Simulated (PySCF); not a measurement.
## What the settings do

Molecule: `COc1cccc(F)p1`, C6H6FOP; geometry GFN2-xTB.

Bonds (- single, = double, # triple, : aromatic): C1-O2 1.404 Å, O2-C3 1.355 Å, C3:C4 1.393 Å, C4:C5 1.378 Å, C5:C6 1.388 Å, C6:C7 1.374 Å, C7-F8 1.355 Å, C7:P9 1.741 Å, P9:C3 1.756 Å. C1 carries H10, H11, H12; C4 carries H13; C5 carries H14; C6 carries H15.

All runs: PySCF, non-relativistic, gas phase unless a solvent (IEF-PCM) is named; grid level 2, GIAOs and SCF threshold 1e-9 unless changed. The yardstick, PBE0/pcSseg-1, gives these isotropic shieldings σ (ppm, equivalent atoms averaged): C7 -20.5, C5 49.3, C6 66.5, C1 127.4, O2 176.4, H14 23.96, H13 24.26.

Question: What do these inputs give? (1) LC-wPBE/pcSseg-1; (2) LDA/6-31G; conv 0.001; max_cycle 68; scale 0.97; altered: scale 0.97; (3) B97-D/3-21G

Answer: 
```
run    outcome  functions  wall time     C7    C5     C6     C1     O2    H14    H13
  1  converged        190       46 s  -23.7  46.1   65.3  131.2  197.3  23.82  24.19
  2  converged         97       10 s   15.5  80.2   96.8  148.8  192.0  25.74  25.91
  3  converged         97       16 s   29.8  93.3  106.6  150.7  188.7  26.08  26.34
```

Times are on 1 thread of an Intel Xeon Platinum 8488C, shared host.

Question: Comment on the technical settings and failures.

Answer: 
- Run 2: The functional and orbital basis differ from the yardstick's, which in itself moves the values. All coordinates were scaled by 0.97, as happens with a wrong length unit or a careless edit. A loose SCF threshold (0.001) leaves errors in the orbitals that response properties inherit. The cycle limit changes the path of the SCF (7 cycles), not the solution, provided the same state is reached.

Run 2 was set up unsoundly or failed; its numbers aren't to be quoted as properties of the molecule.
